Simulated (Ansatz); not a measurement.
`CC(F)CF` + `[F][Al]([SH])[Cl]` → `C[S][Al]([F])[Cl]` + `FCCF`  (substitution at a C–C bond)

Isolated molecules relaxed with PBE0-D4/def2-TZVP in Ansatz; ΔE leaves out vibrations. CCSD(T)/CBS is the MP2 limit (def2-TZVPP, def2-QZVPP) plus CCSD(T) − MP2 in def2-TZVPP, frozen cores. Functionals use def2-TZVPP. HSE06 is defined as in plane-wave codes. Each species was taken in one conformer, which may not be the lowest.

`CC(F)CF`:

```xyz
11

C    -0.036   -1.272   -0.270
C     0.568    0.067    0.075
F     1.429    0.450   -0.945
C    -0.477    1.135    0.248
F     0.083    2.293    0.739
H     0.755   -1.993   -0.472
H    -0.668   -1.195   -1.159
H    -0.641   -1.648    0.558
H     1.171    0.005    0.988
H    -1.242    0.797    0.954
H    -0.944    1.361   -0.716
```

`[F][Al]([SH])[Cl]`:

Z-matrix (Å, degrees):
```
Al
F 1 1.637
Cl 1 2.076 2 119.2
S 1 2.155 2 118.4 3 -180.0
H 4 1.345 1 91.8 2 179.9
```

`C[S][Al]([F])[Cl]`:

```xyz
8

C    -1.132   -0.797   -0.374
S    -0.453   -0.158    1.197
Al    1.274    0.907    0.502
F     1.613    0.939   -1.106
Cl    2.534    1.902    1.818
H    -0.531   -0.498   -1.231
H    -1.162   -1.884   -0.316
H    -2.143   -0.411   -0.491
```

`FCCF`:

Cartesian coordinates in Å:
```
F 1.203 -0.695 1.076
C -0.043 -0.232 0.712
C -0.026 0.307 -0.685
F 0.100 -0.713 -1.603
H -0.753 -1.061 0.795
H -0.331 0.564 1.407
H -0.964 0.836 -0.882
H 0.815 0.994 -0.820
```

(1) Is it downhill or uphill in electronic energy at CCSD(T)/CBS, and by how much? (Best estimate.)

(2) What do these levels give: HSE06-D4, ωB97M-V, B2PLYP, revPBE, HF/def2-SVP, MP2/def2-QZVPP? (Best estimate.)

Largest T1 diagnostic among the species: 0.011.

## Answers

(1) Ansatz gave: Uphill: ΔE = +9.1 kcal/mol.

(2) The calculation gave: HSE06-D4 8.2, ωB97M-V 9.2, B2PLYP 8.5, revPBE 7.0, HF/def2-SVP 10.7, MP2/def2-QZVPP 9.0 kcal/mol.

Leaving LDA and LC-ωPBE aside and taking each functional with its dispersion term where it has one, the values, not all of them listed here, spread over 2.4 kcal/mol, from BLYP-D4 to B97M-V. LDA lies +2.4 kcal/mol from PBE without D4. At CCSD(T), def2-SVP lies +2.7 kcal/mol from the extrapolated value and def2-TZVPP +0.6 kcal/mol.
